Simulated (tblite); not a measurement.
C₇H₈F₂.
Atom-mapped SMILES: `[CH2:1]=[CH:2][CH2:3][C:4](=[CH2:5])[CH:6]=[C:7]([F:8])[F:9]` (hydrogens: H10, H11 on C1; H12 on C2; H13, H14 on C3; H15, H16 on C5; H17 on C6)

Computed with GFN2-xTB (tblite), gas phase: L-BFGS steps from a force-field or distance-geometry start until the largest atomic force falls under 0.01 eV/Å.

Step 12: E = -774.1731 eV
```
atom  x, y, z in Å  |  force x, y, z in eV/Å
C1      1.9645   -1.6169    0.0709   -0.002  -0.012  -0.005
C2      1.5444   -0.4409   -0.3530   -0.008  -0.007  -0.014
C3      0.7874    0.5524    0.4801    0.019   0.014   0.044
C4     -0.5104    0.9561   -0.1676    0.022   0.013  -0.006
C5     -0.6222    2.1112   -0.8247   -0.010   0.004  -0.010
C6     -1.6640    0.0746   -0.0982   -0.002   0.005  -0.011
C7     -1.8174   -1.0462    0.5905    0.031   0.004   0.002
F8     -0.9493   -1.6432    1.3957    0.006  -0.020   0.007
F9     -2.9457   -1.7568    0.5753    0.021   0.011  -0.007
H10     1.7657   -1.9746    1.0674   -0.016   0.038   0.004
H11     2.5300   -2.2771   -0.5646   -0.014  -0.010  -0.013
H12     1.7613   -0.1108   -1.3602   -0.021  -0.005  -0.045
H13     0.6126    0.1415    1.4728   -0.011  -0.008   0.043
H14     1.4052    1.4481    0.5792    0.033   0.015   0.042
H15     0.1977    2.8036   -0.9039    0.012  -0.020   0.017
H16    -1.5420    2.4097   -1.2966   -0.014  -0.002  -0.031
H17    -2.5249    0.3811   -0.6732   -0.047  -0.019  -0.016
```

Step 13: E = -774.1738 eV
```
atom  x, y, z in Å  |  force x, y, z in eV/Å
C1      1.9627   -1.6151    0.0702    0.015  -0.065   0.013
C2      1.5422   -0.4400   -0.3543    0.004   0.001  -0.016
C3      0.7882    0.5526    0.4815   -0.001   0.017   0.034
C4     -0.5083    0.9568   -0.1668   -0.018   0.010  -0.015
C5     -0.6218    2.1109   -0.8252   -0.003   0.010  -0.011
C6     -1.6611    0.0744   -0.0975   -0.023  -0.008  -0.014
C7     -1.8153   -1.0467    0.5908    0.031  -0.005   0.010
F8     -0.9481   -1.6454    1.3962   -0.004  -0.012  -0.001
F9     -2.9447   -1.7561    0.5749    0.035   0.018  -0.008
H10     1.7636   -1.9716    1.0682   -0.004   0.046  -0.025
H11     2.5283   -2.2773   -0.5647   -0.032   0.007   0.002
H12     1.7568   -0.1109   -1.3624   -0.020  -0.002  -0.037
H13     0.6109    0.1399    1.4730   -0.001  -0.009   0.045
H14     1.4055    1.4476    0.5823    0.049   0.027   0.045
H15     0.1969    2.8037   -0.9034    0.035  -0.004   0.015
H16    -1.5399    2.4102   -1.3000   -0.022  -0.017  -0.024
H17    -2.5228    0.3791   -0.6727   -0.039  -0.014  -0.014
```

Task: Estimate the geometry and energy of step 14. (The exact step hangs on the optimiser's Hessian estimate; all steps are aligned on step 13, rigid shifts and turns removed.)

Result: E = -774.1745 eV, largest force 0.091 eV/Å
```
atom  x, y, z in Å  |  force x, y, z in eV/Å
C1      1.9606   -1.6136    0.0694    0.020  -0.086   0.020
C2      1.5395   -0.4391   -0.3562    0.015   0.013  -0.009
C3      0.7891    0.5531    0.4840   -0.021   0.017   0.012
C4     -0.5062    0.9578   -0.1660   -0.055   0.006  -0.017
C5     -0.6215    2.1107   -0.8261    0.006   0.016  -0.011
C6     -1.6578    0.0740   -0.0970   -0.036  -0.017  -0.015
C7     -1.8120   -1.0473    0.5911    0.024  -0.012   0.012
F8     -0.9465   -1.6485    1.3969   -0.010   0.000  -0.009
F9     -2.9429   -1.7551    0.5741    0.041   0.017  -0.006
H10     1.7608   -1.9670    1.0690    0.010   0.046  -0.044
H11     2.5256   -2.2776   -0.5648   -0.046   0.014   0.013
H12     1.7506   -0.1110   -1.3659   -0.022  -0.002  -0.015
H13     0.6088    0.1378    1.4741    0.013  -0.003   0.032
H14     1.4069    1.4474    0.5870    0.052   0.024   0.045
H15     0.1966    2.8037   -0.9025    0.052   0.011   0.011
H16    -1.5377    2.4105   -1.3047   -0.022  -0.033  -0.012
H17    -2.5210    0.3762   -0.6724   -0.022  -0.010  -0.006
```

The energy changes by -0.0008 eV. The first-order estimate −F·Δx gives -0.0010 eV and the mean of the old and new forces, exact on a quadratic surface, -0.0007 eV. The step makes an angle of 67° with the force vector and moves no atom by more than 0.007 Å.

What follows is the cost of the whole relaxation. The run took 0.4 s wall on an Arm Neoverse N1 with one thread, shared host with 64 logical CPUs at a one-minute load of 59.
